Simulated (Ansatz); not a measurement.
The Se4–H5 bond of BH3Se (SMILES B[SeH]) is stretched (multiplicity 1, the rest rigid).
Geometry at rest (charge 0, multiplicity 1):
```xyz
5

B      0.450    -0.040    -1.503
H     -0.289    -0.560    -2.270
H      1.487     0.437    -1.819
Se    -0.132    -0.011     0.315
H      1.030     0.692     0.887
```

Correlated levels freeze the cores. Filled d and f shells under p-block atoms count as core.

Codes used: Ansatz (Gaussian basis) for Hartree–Fock, density functionals and correlated methods. 

Energies above the point at 1.473 Å (the B3LYP-D3(BJ) bond length), FIC-MRCISD+Q on CASSCF(4,3)/cc-pVTZ (kcal/mol): 6.67 at 1.326 Å; 4.35 at 1.621 Å; 79.20 at 4.715 Å.

Problem. Take the last value as the depth D of a Morse curve D(1 − e^(−a(R − R₀)))², fit a and R₀ to the two near points, and test it at 1.989 and 2.578 Å.

Solution. 
With D = 79.2, both near points (counted from the curve's value at 1.473 Å) are met by a = 1.77 Å⁻¹ and R₀ = 1.470 Å, so k = 2Da² = 497 kcal/(mol Å²). The curve then gives 28.6 and 58.5 kcal/mol; the level itself gives 30.4 and 64.0, so Morse is off by -1.7 and -5.5.

Doubts at one or more of the structures used: active orbitals that take no part (FIC-MRCISD+Q on CASSCF(4,3)/cc-pVTZ).

Ansatz is a program for electronic structure.
